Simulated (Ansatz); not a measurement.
Species: C$_{2}$H$_{12}$GeO$_{2}$Si$_{2}$, SMILES `[SiH3][Ge]([O]C)([O]C)[SiH3]` (C–O–Ge–Si torsion 178°, Si–Ge–O–C torsion 47°) (charge 0, multiplicity 1), formula C2H12GeO2Si2.

**Question.** How many basis functions does frozen-core CCSD(T)/cc-pVDZ // r2SCAN-D4/def2-SVP run with Ansatz (a program for electronic structure) use, how many core orbitals are frozen, and how many electrons are correlated?

**Answer.** 179 basis functions and 23 frozen orbitals, which leaves 54 correlated electrons (filled d shells below the valence shell are correlated). Core time is of the order of minutes.
